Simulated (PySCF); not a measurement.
**Radial density of In (indium, neutral)**

M06-L, [Kr] 4d10 5s2 5p1, 2P determinant. Computed with PySCF 2.14 in def2-TZVPPD with the def2 core potential (28 electrons), with scalar relativity through the core potential. This is the valence pseudo-density: the core potential removes the inner electrons and smooths the orbitals near the nucleus.

```csv
r (bohr),4πr²ρ (e/bohr),4πr²(ρα − ρβ)
0.00925,1.050e-05,0.0000
0.0156,2.626e-05,0.0000
0.0262,5.535e-05,0.0000
0.0440,0.0001026,0.0000
0.0740,0.0003765,0.0000
0.125,0.003589,0.0000
0.209,0.05426,0.0000
0.352,1.152,0.0006
0.593,13.37,0.0171
0.997,18.94,-0.0148
1.68,4.861,0.1234
2.82,1.301,0.3267
4.74,0.2575,0.1519
7.98,0.01085,0.0104
13.4,2.630e-05,0.0000
```

Energies and moments cover only the electrons outside the core potential.

Question: Where is the radial spin density 4πr²(ρα − ρβ) most negative, and why is it negative at all?

Answer: Around r = 0.997 bohr, down to -0.0148 e/bohr: exchange with the open shell polarises the paired shells in an unrestricted calculation.
